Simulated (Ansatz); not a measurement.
Consider the ligand exchange at the Si–C bond: `CC=C=C[SiH3]` + `O[Si](O)(F)Cl` → `O[Si](F)(Cl)O[SiH3]` + `C=C=CC`.

Computed with Ansatz on PBE0-D4/def2-TZVP structures; ΔE is electronic, products minus reactants. CCSD(T)/CBS is the MP2 limit (def2-TZVPP, def2-QZVPP) plus CCSD(T) − MP2 in def2-TZVPP, frozen cores. This one scheme is used for every species. Each species was taken in one conformer, which may not be the lowest.

```tsv
species	CCSD(T)/CBS(def2) energy (Eh)
`CC=C=C[SiH3]`	-446.04181
`O[Si](O)(F)Cl`	-1000.44093
`O[Si](F)(Cl)O[SiH3]`	-1290.76029
`C=C=CC`	-155.75749
```

Work out ΔE.

ΔE = (-1290.76029) + (-155.75749) − (-446.04181) − (-1000.44093) = -0.03504 Eh = -22.0 kcal/mol.

Largest T1 diagnostic among the species: 0.012.

In def2-TZVPP, CCSD(T) changes the Hartree–Fock value by +4.6 kcal/mol (the triples alone add +0.8 kcal/mol) and MP2 by +5.1 kcal/mol. From PBE to PBE0 (25 % exact exchange), in def2-TZVPP and without D4, ΔE moves by −1.3 kcal/mol.
